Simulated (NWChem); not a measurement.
Program: NWChem. System: GaO, charge 0, spin multiplicity 2, at a geometry optimised with UPBE/def2-SVP. The structure started from a generated list of species. Its SCF solution wasn't tested for a lower state. Level: UMP2/3-21G, 10 core orbitals frozen.

Input file:

```
start mol
memory heap 200 mb stack 900 mb global 1100 mb
geometry units angstroms nocenter noautoz
  Ga     0.000000     0.000000     0.351169
  O      0.000000     0.000000    -1.360781
  symmetry group C2v
end
basis spherical
  * library 3-21g
end
scf
  uhf
  nopen 1
  maxiter 100
  thresh 1e-7
  semidirect memsize 60000000 filesize 0
  # guess.movecs holds the orbitals of an unrestricted PBE0 run
  vectors input guess.movecs output mol.movecs
end
mp2
  freeze core 10
end
task mp2 energy
```

Part of the output:

```
             Northwest Computational Chemistry Package (NWChem) 7.3.0
             --------------------------------------------------------

                                NWChem Input Module
                                -------------------

 Scaling coordinates for geometry "geometry" by  1.889725989
 (inverse scale =  0.529177249)

 Turning off AUTOSYM since
 SYMMETRY directive was detected!

                             Geometry "geometry" -> ""
                             -------------------------

 Output coordinates in angstroms (scale by  1.889725989 to convert to a.u.)

  No.       Tag          Charge          X              Y              Z
 ---- ---------------- ---------- -------------- -------------- --------------
    1 Ga                  31.0000     0.00000000     0.00000000     0.35116900
    2 O                    8.0000     0.00000000     0.00000000    -1.36078100

 Effective nuclear repulsion energy (a.u.)      76.6587562440

            Nuclear Dipole moment (a.u.)
            ----------------------------
        X                 Y               Z
 ---------------- ---------------- ----------------
     0.0000000000     0.0000000000    -0.0000170075

      Symmetry information
      --------------------

 Group name             C2v
 Group number             16
 Group order               4
 No. of unique centers     2

      Symmetry unique atoms

     1    2


 Summary of "ao basis" -> "" (spherical)
 ------------------------------------------------------------------------------
       Tag                 Description            Shells   Functions and Types
 ---------------- ------------------------------  ------  ---------------------
 *                           3-21g                    on all atoms

 Summary of "ao basis" -> "ao basis" (spherical)
 ------------------------------------------------------------------------------
       Tag                 Description            Shells   Functions and Types
 ---------------- ------------------------------  ------  ---------------------
 Ga                          3-21g                  10       22   5s4p1d
[...]
  AO/Fock/Back tols     =   1.0D-09  1.0D-09  1.0D-09

 GA uses MA = F    GA memory limited = T

 Available:
  local mem=  1.26D+08
 global mem=  1.44D+08
 local disk=  0.00D+00
  mp2_memr nvloc                    11
  nvloc new                    11
   1 passes of  10:        2097152                       4765                    185327.
   1 passes of  10: M    126154619           G      144177278           F     124057467.

 Semi-direct pass number   1 of   1  for UHF alpha       at        0.1s
  vrange nnbf                   491
  mp2_eaftype                    10  avail_ma_in_mb                  1099
 EAF : mp2_eaftype filesize          10      92664.
  mp2_eaf for mointskh                     10
Node 0 wrote      0.4 Mb in      0.0 s     Agg I/O rate:  2207.6 Mb/s
 Done moints_semi at        0.2s
  mp2_eaftype                    10  avail_ma_in_mb                  1089
 EAF : mp2_eaftype filesize          10      92664.
  mp2_eaf for kh                    10
 Done maket at        0.2s
 Done multipass loop at        0.2s

 GA uses MA = F    GA memory limited = T

 Available:
  local mem=  1.26D+08
 global mem=  1.44D+08
 local disk=  0.00D+00
  mp2_memr nvloc                    12
  nvloc new                    12
   1 passes of   9:        2097152                       4714                    181988.
   1 passes of   9: M    126154619           G      144177278           F     124057467.

 Semi-direct pass number   1 of   1  for UHF beta        at        0.2s
  vrange nnbf                   491
  mp2_eaftype                    10  avail_ma_in_mb                  1099
 EAF : mp2_eaftype filesize          10      90994.
  mp2_eaf for mointskh                     10
Node 0 wrote      0.4 Mb in      0.0 s     Agg I/O rate:  2251.9 Mb/s
 Done moints_semi at        0.3s
  mp2_eaftype                    10  avail_ma_in_mb                  1089
 EAF : mp2_eaftype filesize          10      90994.
  mp2_eaf for kh                    10
 Done maket at        0.3s
 Done multipass loop at        0.3s

          -------------------------------------------
          SCF energy               -1988.251257297173
          Correlation energy          -0.129729637565
          Singlet pairs                0.000000000000
          Triplet pairs                0.000000000000
          Total MP2 energy         -1988.380986934737
          -------------------------------------------

          ---------------------------------------------------
                    Spin Component Scaled (SCS) MP2
          Same spin pairs                     -0.033674109769
          Same spin scaling factor             0.333333333333
          Opposite spin pairs                 -0.096055527795
          Opposite spin scaling fact.          1.200000000000
          SCS-MP2 correlation energy          -0.126491336611
          Total SCS-MP2 energy             -1988.377748633784
          ---------------------------------------------------

 -----------------------
 Performance information
 -----------------------

 Timer overhead =  9.61D-08 seconds/call

               Nr. of calls         CPU time (s)                 Wall time (s)                GFlops
             ---------------    -------------------     ------------------------------   -------------------
Name         Min   Avg   Max    Min     Avg     Max     Min     Avg     Max   Mx/calls   Min     Max     Sum
mp2: moin     2     2     2   0.19    0.19    0.19     0.19    0.19    0.19    9.51E-2   0.0     0.0     0.0
mp2: make     2     2     2   4.16E-3 4.16E-3 4.16E-3  4.16E-3 4.16E-3 4.16E-3 2.08E-3   0.0     0.0     0.0
mp2: tota     1     1     1   0.21    0.21    0.21     0.21    0.21    0.21    0.21      0.0     0.0     0.0

 The average no. of pstat calls per process was 5.00D+00
 with a timing overhead of 4.81D-07s

 Task  times  cpu:        0.3s     wall:        0.3s

 Total times  cpu:        0.3s     wall:        0.3s
```
